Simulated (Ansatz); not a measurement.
## Reading a saddle point

A first-order saddle point of CH7GeN, singlet, PBE0-D4/def2-TZVP, with one imaginary mode of 1515i cm⁻¹:

```xyz
10
angstrom
Ge 0.1672 1.3495 0.1184
H 1.8434 0.9837 -0.9445
N 0.3477 -0.3880 -0.1259
C -0.6239 -1.3875 0.2397
H 1.3947 0.1455 -0.9178
H -0.5148 1.7671 1.4555
H 0.0605 2.5356 -0.8577
H -1.2971 -1.6408 -0.5885
H -1.2612 -1.0577 1.0742
H -0.1162 -2.3075 0.5466
```

Program: Ansatz 0.2.0. Basis: def2-TZVPP and def2-QZVPP. Cores are frozen in the correlated methods. Filled d shells of the heavier atoms are correlated. The def2 sets are not built for correlating such inner shells, so the correlated values are less sure here. Extrapolation: Hartree–Fock as exp(−7.88 √X), correlation as X^−2.97.

Question: Which contacts change along the imaginary mode, and what lies on either side? (Judge from chemistry; the calculation decides.)

Answer: By the calculation: The step is CH₇GeN ([CH3][NH][GeH3]) → CH₅GeN ([CH3][N][GeH2]) + H₂, with the molecules in contact on both sides. Shortening one way: H2–H5; lengthening the same way: Ge1–H2, N3–H5.
```csv
pair,one side (Å),saddle (Å),other side (Å)
H2–H5,2.88,0.95,0.75
Ge1–H2,1.54,2.02,4.25
N3–H5,1.01,1.42,2.57
```

Question: Which side is lower, and how far does the saddle lie above each? (Judge from chemistry; the value comes from the calculation.)

Answer: By the calculation: The side with Ge1–H2, N3–H5 short is lower by 53.34 kcal/mol; the saddle lies 90.55 kcal/mol above it and 37.21 kcal/mol above the other (CCSD(T) at an estimated basis limit (MP2 extrapolated from triple and quadruple zeta, plus CCSD(T) − MP2 in triple zeta); electronic energies).

T1 diagnostic: at most 0.023. The restricted Hartree–Fock reference is unstable towards an unrestricted one at one or more of these structures.

Labels in which every atom is bracketed show which atoms are joined, not bond orders.

For scale, one of the runs: CCSD(T)/def2-TZVPP, 208 basis functions (an equivalent command: `ansatz run in.yaml --threads 4`). Time: 75 s of wall clock on 4 CPU threads; the host was shared. Peak host memory: 2.9 GiB.
